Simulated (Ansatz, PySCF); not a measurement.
The pair A = GeH4 (SMILES [GeH4]) (first 5 atoms), B = H4OSi (SMILES O[SiH3]); geometry from B3LYP-D3(BJ)/def2-TZVP.
(charge 0, multiplicity 1):
```xyz
11

Ge     0.393    -0.392     0.443
H     -0.903    -1.193     0.625
H      1.371    -0.700     1.584
H      0.084     1.110     0.401
H      1.044    -0.801    -0.893
O     -0.920     0.443     3.296
Si    -0.147     0.327     4.755
H     -1.822     0.771     3.275
H     -0.036     1.650     5.415
H      1.196    -0.202     4.452
H     -0.861    -0.592     5.675
```

Rows in 6-31G* carry no dispersion term and start afresh at each structure (6-31G* with six Cartesian d functions); the Pople sets are all-electron and without relativity.

The values were computed with Ansatz (Gaussian orbitals); PySCF for 6-31G* rows. 

Total energies (hartree), monomers frozen at their geometry in the pair:

```csv
structure,HF/6-31G*,PBE/def2-TZVPPD,B3LYP/def2-TZVPPD
AB,-2443.5113363,-2446.0172621,-2446.6707284
A in the pair's basis,-2077.3804819,-2079.0587583,-2079.4430692
B in the pair's basis,-366.1312086,-366.9576858,-367.2279040
A,-2077.3803416,-2079.0586413,-2079.4429379
B,-366.1300711,-366.9576414,-367.2278554
```

Question: Work out the interaction energy without and with the counterpoise correction, and the superposition error, for each level.

Answer: 
E(AB) − E(A) − E(B), times 627.509 kcal/mol, with the monomers in their own basis and then in the pair's basis:
- HF/6-31G*: -0.58 uncorrected, 0.22 corrected; the monomers gain 0.80 kcal/mol from borrowed functions
- PBE/def2-TZVPPD: -0.61 uncorrected, -0.51 corrected; the monomers gain 0.10 kcal/mol from borrowed functions
- B3LYP/def2-TZVPPD: 0.04 uncorrected, 0.15 corrected; the monomers gain 0.11 kcal/mol from borrowed functions

Ansatz is a first-principles code.
